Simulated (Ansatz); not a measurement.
Ligand-field states of NiI2(H2O)2 (NiI2O2H4) at its PBE-D4/def2-SVP geometry (relaxed as a triplet).

```xyz
9

Ni   -0.172    0.000   -0.001
I     0.794   -1.992   -1.253
I     0.810    1.981    1.257
O    -0.566   -1.068    1.694
H    -0.088   -0.591    2.409
H    -0.093   -1.921    1.572
O    -0.547    1.074   -1.696
H    -0.072    0.595   -2.411
H    -0.066    1.922   -1.570
```

CASSCF(8,5) on the Ni 3d shell in def2-SVP, averaged with equal weights over 10 triplets and 15 singlets, then SC-NEVPT2; Ansatz, no spin–orbit coupling. The space holds no ligand orbitals and no second d shell, so covalent complexes are described poorly.

**Question.** Estimate the states' energies above the lowest.

**Answer.** 
```
     state  CASSCF (eV)  NEVPT2 (eV)
 triplet 1         0.00         0.00
 triplet 2         0.06         0.15
 triplet 3         0.18         0.30
 triplet 4         0.49         0.74
 triplet 5         0.76         1.17
 triplet 6         0.78         1.13
 triplet 7         0.84         1.26
 triplet 8         2.51         2.38
 triplet 9         2.94         3.00
triplet 10         3.13         3.11
 singlet 1         1.77         1.41
 singlet 2         2.11         1.94
 singlet 3         2.19         2.09
 singlet 4         2.27         2.20
 singlet 5         2.66         2.76
 singlet 6         3.00         2.92
 singlet 7         3.30         3.41
 singlet 8         3.40         3.46
 singlet 9         3.52         3.64
singlet 10         3.59         3.68
singlet 11         3.84         3.98
singlet 12         3.88         4.06
singlet 13         3.88         3.97
singlet 14         3.91         4.04
singlet 15         8.03         7.45
```
The lowest NEVPT2 state is a triplet. Hardware: 4 threads of Intel Xeon Platinum 8488C on a shared host. Wall time 41 s, peak host memory 1 GiB.
